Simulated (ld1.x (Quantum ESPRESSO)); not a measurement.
## Ranking TM potentials for S (Z = 16)

All share these settings but for the change named:

ld1.x (Quantum ESPRESSO) 7.5 input, shortened:

```
&input
   title='S', zed=16., rel=2, dft='PBE', iswitch=3,
   config='[Ne] 3s2 3p4 3d-2', rel_dist='average'
 /
 &inputp
   pseudotype=2, tm=.true., lloc=1,
   nlcc=.false.
 /
3
3S  1  0   2.00   0.00  1.00  1.00  0.0
3D  3  2  -2.00  -0.15  1.15  1.15  0.0
3P  2  1   4.00   0.00  1.25  1.25  0.0
 &test
   configts(1)='3s2 3p4'
 /
```

Open shells are filled in proportion to 2j + 1 (rel_dist='average').

Test errors are all-electron minus pseudo excitation energies from the reference, over 3s2 3p3; 3s2 3p2; 3s2 3p1; 3s2 3p4.3; 3s2 3p0; 3s1 3p5; 3s2 3p3.5. None of these files shows a bound ghost.

The base gives 330.2 meV.

Of 10 variants that were run, those that failed, showed a ghost or another fault, or gave nearly equal values are left out.

A variant can come out equal or close to the base, since the largest error may sit in a test that the change hardly touches while other tests move.

Problem. Rank these variants by their largest absolute test error, smallest first.
A. functional LDA (PZ)
B. wave 3d channel at -0.15 Ry: rc 1.15 bohr becomes 3d channel at -0.15 Ry: rc 0.74 bohr
C. core correction a·sin(br)/r model core inside 0.42 bohr
D. wave 3s (bound): rc 1.00 bohr becomes 3s (bound): rc 1.52 bohr

Solution. D (165.4 meV), C (200.4 meV), B (330.2 meV), A (441.7 meV).
